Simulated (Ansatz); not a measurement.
Reaction (ligand exchange at the Si–C bond): `O[SiH2]/C=C/Cl` + `OBF` → `O[SiH2]OBF` + `C=CCl`

Calculated with Ansatz (gas phase, PBE0-D4/def2-TZVP geometries, no zero-point term in ΔE). CCSD(T)/CBS is the MP2 limit (def2-TZVPP, def2-QZVPP) plus CCSD(T) − MP2 in def2-TZVPP, frozen cores. This one scheme is used for every species. Functionals use def2-TZVPP. B3LYP here is the variant with VWN-RPA as its local correlation; programs differ in this. One conformer a species, not always the lowest.

CCSD(T)/CBS gives -23.2 kcal/mol.

Task: Another level gave -23.2 kcal/mol. Which?
A. PBE/def2-TZVPP
B. B3LYP-D4/def2-TZVPP
C. HF/def2-TZVPP
D. PBE0/def2-TZVPP

Result: B. B3LYP-D4 -23.2, PBE -20.0, PBE0 -21.3, HF/def2-TZVPP -27.9 kcal/mol.

Largest T1 diagnostic among the species: 0.013.

The D4 term adds +0.8 kcal/mol with B3LYP and +0.4 kcal/mol with PBE0; it sums over pairs of atoms, weighted by their polarisabilities, and B3LYP, whose exchange is more repulsive, gets the larger term. In def2-TZVPP, CCSD(T) changes the Hartree–Fock value by +4.9 kcal/mol (the triples alone add +0.8 kcal/mol) and MP2 by +5.1 kcal/mol.
